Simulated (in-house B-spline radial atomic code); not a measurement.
The magnesium ion Mg⁵⁺: [He] 2s1 (2p1/2)2 (2p3/2)1 (5f7/2)1 (an excited or competing configuration)

Level of theory: Dirac-Hartree-Fock, average of the jj configuration, Fermi nucleus of rms radius 3.057 fm; calculated with an all-electron radial atomic-structure program (B-spline basis).

Z_r = [3n² - l(l+1)]/(2<r>); Z_e = n√(-2ε); the last column is Slater's effective charge. Values are occupation-weighted means over j.

| shell | electrons | ε (eV) | <r> (bohr) | Z_r | Z_e | Slater |
| --- | --- | --- | --- | --- | --- | --- |
| 1s | 2 | -1521.3 | 0.1299 | 11.55 | 10.57 | 11.70 |
| 2s | 1 | -243.85 | 0.6081 | 9.87 | 8.47 | 9.25 |
| 2p | 3 | -211.55 | 0.5509 | 9.08 | 7.89 | 9.25 |
| 5f | 1 | -19.626 | 5.235 | 6.02 | 6.01 | 6.00 |

The least bound orbital is 5f7/2 at -19.63 eV, and it is also the most diffuse (<r> = 5.235 bohr).

For the 1s electron the small component carries 0.18 % of the norm, the zero-frequency Breit interaction raises the level by 0.6671 eV, self-energy by 0.2783 eV, and vacuum polarisation lowers it by 0.01612 eV.
